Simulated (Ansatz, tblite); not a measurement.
Spin states of GeF₂⁻ (the lowest doublet isomer of a short search), each relaxed with PBE-D4/def2-TZVPD in Ansatz. Electronic energies in the gas phase.

The xTB rows come from tblite. HSE06 is defined as in plane-wave codes, on full-range PBE exchange. Correlated methods freeze 11 core orbitals; core or outer-core shells of Ge are correlated, in sets that lack core-valence functions. The structure comes from a short search, and lower isomers may exist.

Doublet geometry (C2v within 0.1 Å):

```xyz
3

Ge    0.472   -0.663    0.201
F    -0.243   -0.076   -1.426
F    -0.229    0.739    1.225
```

Quartet geometry (C2v within 0.1 Å):

```xyz
3

Ge   -0.813    0.144   -0.411
F     0.808    1.094   -0.178
F     0.005   -1.238    0.589
```

⟨S²⟩: doublet 0.76 at PBE0-D4/def2-TZVPD (pure 0.75), quartet 3.75 at PBE0-D4/def2-TZVPD (pure 3.75).

Only these spin states were relaxed.

```json
{"level": "GFN2-xTB", "quartet − doublet (kJ/mol)": "728.0", "lowest of these": "doublet", "remarks": "–"}
{"level": "HF/def2-TZVPD", "quartet − doublet (kJ/mol)": "404.9", "lowest of these": "doublet", "remarks": "–"}
{"level": "HF/def2-TZVPPD", "quartet − doublet (kJ/mol)": "404.9", "lowest of these": "doublet", "remarks": "–"}
{"level": "LDA (SPW92)/def2-TZVPD", "quartet − doublet (kJ/mol)": "486.5", "lowest of these": "doublet", "remarks": "HOMO above zero (doublet), HOMO above zero (quartet)"}
{"level": "PBE-D4/def2-TZVPD", "quartet − doublet (kJ/mol)": "464.3", "lowest of these": "doublet", "remarks": "HOMO above zero (doublet), HOMO above zero (quartet)"}
{"level": "B97M-V/def2-TZVPD", "quartet − doublet (kJ/mol)": "484.0", "lowest of these": "doublet", "remarks": "HOMO above zero (doublet), HOMO above zero (quartet)"}
{"level": "HSE06-D4/def2-TZVPD", "quartet − doublet (kJ/mol)": "466.2", "lowest of these": "doublet", "remarks": "HOMO above zero (doublet), HOMO above zero (quartet)"}
{"level": "MP2/def2-TZVPD", "quartet − doublet (kJ/mol)": "466.0", "lowest of these": "doublet", "remarks": "–"}
{"level": "CCSD(T)/def2-TZVPPD", "quartet − doublet (kJ/mol)": "471.4", "lowest of these": "doublet", "remarks": "–"}
```

Task: Estimate the rows for GFN1-xTB, HF/STO-3G, r2SCAN-D4/def2-TZVPD, r2SCANh-D4/def2-TZVPD, PBE0-D4/def2-TZVPD, B2PLYP/def2-TZVPD, RPA@PBE/def2-TZVPD, MP2/def2-TZVPPD, CCSD/def2-TZVPPD.

Result: 
| level | quartet − doublet (kJ/mol) | lowest of these | remarks |
| --- | --- | --- | --- |
| GFN1-xTB | 524.3 | doublet | – |
| HF/STO-3G | 596.0 | doublet | HOMO above zero (doublet), HOMO above zero (quartet) |
| r2SCAN-D4/def2-TZVPD | 455.8 | doublet | HOMO above zero (doublet), HOMO above zero (quartet) |
| r2SCANh-D4/def2-TZVPD | 457.3 | doublet | HOMO above zero (doublet), HOMO above zero (quartet) |
| PBE0-D4/def2-TZVPD | 468.0 | doublet | HOMO above zero (doublet), HOMO above zero (quartet) |
| B2PLYP/def2-TZVPD | 491.5 | doublet | – |
| RPA@PBE/def2-TZVPD | 465.5 | doublet | – |
| MP2/def2-TZVPPD | 466.0 | doublet | – |
| CCSD/def2-TZVPPD | 470.9 | doublet | – |

The xTB methods have no spin-polarisation term.
